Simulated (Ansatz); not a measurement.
Consider the cleavage of the Si–Si bond: `N[SiH](O)[Si](N)(O)O` + CH₃OH → `CO[SiH](N)O` + `N[SiH](O)O`.

Program: Ansatz. Geometries: PBE0-D4/def2-TZVP. ΔE: electronic, gas phase. CBS: MP2 limit from def2 TZ/QZ plus the TZ coupled-cluster correction, frozen cores. This one scheme is used for every species. One conformer a species, not always the lowest.

`N[SiH](O)[Si](N)(O)O`:

```xyz
15

N     0.641   -2.168   -0.630
Si   -0.527   -1.171    0.113
O    -0.727   -1.316    1.765
Si    0.154    1.067    0.003
N    -0.462    2.147   -1.166
O     1.779    0.924   -0.242
O    -0.280    1.756    1.433
H     0.470   -3.111   -0.934
H     1.621   -1.944   -0.581
H    -1.821   -1.548   -0.527
H    -1.083   -2.138    2.109
H    -1.335    2.621   -1.004
H    -0.275    2.022   -2.147
H     2.267    1.747   -0.324
H    -0.422    1.113    2.134
```

CH₃OH:

```xyz
6

C    -0.006   -0.272   -0.230
O    -0.425    0.511    0.864
H    -0.683   -1.125   -0.290
H     1.014   -0.656   -0.103
H    -0.060    0.274   -1.180
H     0.160    1.268    0.939
```

`CO[SiH](N)O`:

```xyz
12

C    -0.620    1.403    1.323
O     0.341    0.836    0.462
Si    0.021   -0.360   -0.603
N     1.431   -0.979   -1.325
O    -0.749   -1.515    0.276
H    -1.047    0.651    1.993
H    -0.129    2.172    1.923
H    -1.435    1.873    0.760
H    -0.836    0.145   -1.707
H     2.184   -1.336   -0.759
H     1.780   -0.553   -2.169
H    -0.942   -2.337   -0.175
```

`N[SiH](O)O`:

Z-matrix (Å, degrees):
```
Si
O 1 1.639
O 1 1.639 2 116.1
N 1 1.714 2 107.1 3 -119.6
H 1 1.475 2 104.4 3 114.2
H 2 0.959 1 117.1 3 74.9
H 3 0.959 1 117.0 2 -75.2
H 4 1.008 1 119.6 2 171.6
H 4 1.008 1 119.6 2 -46.2
```

| species | SCS-MP2/def2-TZVPP energy (Eh) |
| --- | --- |
| `N[SiH](O)[Si](N)(O)O` | -917.79596 |
| CH₃OH | -115.52242 |
| `CO[SiH](N)O` | -536.28711 |
| `N[SiH](O)O` | -497.08527 |

Question: Work out ΔE.

Answer: ΔE = (-536.28711) + (-497.08527) − (-917.79596) − (-115.52242) = -0.05400 Eh = -33.9 kcal/mol. CCSD(T)/CBS gives -31.3 kcal/mol.

Largest T1 diagnostic among the species: 0.012.

From PBE to PBE0 (25 % exact exchange), in def2-TZVPP and without D4, ΔE moves by −2.5 kcal/mol. In def2-TZVPP, CCSD(T) changes the Hartree–Fock value by +6.4 kcal/mol (the triples alone add +1.0 kcal/mol) and MP2 by +5.1 kcal/mol.
